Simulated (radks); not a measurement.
Effect of the nuclear size on the nickel ion Ni+, [Ar] 3d9. Calculated with a radial shooting solver on a logarithmic mesh with Libxc functionals: Dirac Kohn-Sham, LDA (Slater exchange, Perdew-Wang correlation), spin-unpolarised, spherical densities, finite nucleus; open shells fill j = l - 1/2 first; Fermi nuclear charge, rms radius 3.7757 fm. The rms radius is varied about that value; shifts are against it.

rms radius (fm)  total energy shift (eV)  density at nucleus (e/bohr^3)  1s1/2 shift (meV)  2s1/2 shift (meV)  3s1/2 shift (meV)
3.2924                           -0.0377                      1.962e+04              -16.0              -1.50             -0.225
3.5605                           -0.0174                      1.954e+04              -7.40             -0.692             -0.104
3.7757                                 0                      1.949e+04              0.000              0.000              0.000
3.9116                            0.0115                      1.945e+04               4.89              0.457              0.069
4.5573                            0.0713                      1.931e+04               30.3               2.84              0.426

Slopes of the eigenvalues against <r^2> in GHz/fm^2, as finite differences over the two radii next to the reference (eigenvalue slopes, not the field-shift constants of lines): 1s1/2 1130, 2s1/2 106, 3s1/2 15.9.
